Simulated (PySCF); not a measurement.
One of the candidates below gave these computed data.

All candidates are C7H5NO.

* 13C NMR: chemical shifts (computed TMS as zero) by class: 164.8 (1 C), 137.7 (1 C), 131.5 (1 C), 125.1 (1 C), 125.1 (1 C), 122.9 (1 C), 121.2 (1 C) ppm [GIAO B97-2/pcSseg-2]
* 1H NMR: chemical shifts (computed TMS as zero) by class: 7.58 (1 H), 7.42 (1 H), 7.32 (1 H), 6.96 (1 H), 4.40 (1 H) ppm [GIAO B97-2/pcSseg-2]
* Dipole: 3.71 D [B97-2/pcSseg-2]
* NMR, other nuclei: isotropic shieldings of nuclei other than C and H, by class: -42 (1 N), 208 (1 O) ppm [GIAO B97-2/pcSseg-2]
* Rotational structure: rotational constants A, B, C: 3.443, 1.219, 0.901 GHz [PBE0-D3(BJ)/def2-TZVP]

Electronic properties: PySCF, gas phase, density fitting. Levels stand in brackets. One conformer (not necessarily the lowest) at the PBE0-D3(BJ)/def2-TZVP geometry, without solvent, vibrations or thermal averaging. Each NMR value is the plain mean over a class of atoms that symmetry, rotation or inversion makes alike.

Question: Which candidate is it?
A. `O=C=Nc1ccccc1`
B. `N#Cc1ccccc1O`
C. `N#COc1ccccc1`
D. `N#Cc1cccc(O)c1`
E. `N#Cc1ccc(O)cc1`

Answer: D. It is `N#Cc1cccc(O)c1`. Numbering: `[N:1]#[C:2][c:3]1[cH:4][cH:5][cH:6][c:7]([OH:8])[cH:9]1`. Its formula, C7H5NO, gives 6 degrees of unsaturation: 1 ring and 5 π bonds in the structure found (Kekulé form). 7 carbons fall into 7 classes; from least to most shielded: aromatic carbon bearing oxygen [C7] (164.8 ppm), aromatic CH carbon [C5] (137.7 ppm), aromatic CH carbon [C4] (131.5 ppm), aromatic CH carbon [C6] (125.1 ppm), nitrile carbon [C2] (125.1 ppm), aromatic CH carbon [C9] (122.9 ppm), substituted aromatic carbon [C3] (121.2 ppm). Hydrogen classes from least to most shielded: 1 H on an aromatic CH carbon, C5 (7.58 ppm), 1 H on an aromatic CH carbon, C4 (7.42 ppm), 1 H on an aromatic CH carbon, C6 (7.32 ppm), 1 H on an aromatic CH carbon, C9 (6.96 ppm), 1 H on a phenol-type oxygen, O8 (4.40 ppm). The other shieldings belong to: -42 ppm, nitrile nitrogen [N1]; 208 ppm, phenol-type oxygen [O8]. The optimised geometry has point group Cs and is an asymmetric top.

The others, at the same levels:
- `O=C=Nc1ccccc1` fails: it has 5 carbon classes against 7; its computed 13C shifts are 142.3 (1 C), 136.4 (2 C), 132.0 (2 C), 131.9 (1 C), 131.1 (1 C) ppm, 1H shifts are 7.57 (2 H), 7.38 (1 H), 7.32 (2 H) ppm and rotational constant A is 5.350 GHz (against 3.443 GHz).
- `N#Cc1ccccc1O` fails: its computed 13C shifts are 169.1 (1 C), 141.8 (1 C), 139.8 (1 C), 125.4 (1 C), 122.5 (1 C), 121.3 (1 C), 103.3 (1 C) ppm, 1H shifts are 7.70 (1 H), 7.70 (1 H), 7.27 (1 H), 7.13 (1 H), 6.06 (1 H) ppm and rotational constant A is 3.090 GHz (against 3.443 GHz).
- `N#Cc1ccc(O)cc1` fails: it has 5 carbon classes against 7; its computed 13C shifts are 167.4 (1 C), 142.9 (2 C), 125.2 (1 C), 120.1 (2 C), 111.0 (1 C) ppm, 1H shifts are 7.79 (2 H), 6.93 (2 H), 4.57 (1 H) ppm and rotational constant A is 5.680 GHz (against 3.443 GHz).
- `N#COc1ccccc1` fails: it has 5 carbon classes against 7; its computed 13C shifts are 161.6 (1 C), 137.3 (2 C), 132.1 (1 C), 120.6 (2 C), 113.6 (1 C) ppm, 1H shifts are 7.72 (2 H), 7.61 (2 H), 7.53 (1 H) ppm and rotational constant A is 4.758 GHz (against 3.443 GHz).

Each candidate is one conformer, not necessarily the lowest. The conformers computed, where there is a choice (atom-mapped SMILES and torsion angles):
- `[N:1]#[C:2][c:3]1[cH:4][cH:5][cH:6][c:7]([OH:8])[cH:9]1`: H–O8–C7–C6 180°
- `[O:1]=[C:2]=[N:3][c:4]1[cH:5][cH:6][cH:7][cH:8][cH:9]1`: C2–N3–C4–C5 180°
- `[N:1]#[C:2][c:3]1[cH:4][cH:5][cH:6][cH:7][c:8]1[OH:9]`: H–O9–C8–C7 180°
- `[N:1]#[C:2][c:3]1[cH:4][cH:5][c:6]([OH:7])[cH:8][cH:9]1`: H–O7–C6–C5 180°
- `[N:1]#[C:2][O:3][c:4]1[cH:5][cH:6][cH:7][cH:8][cH:9]1`: C2–O3–C4–C5 180°
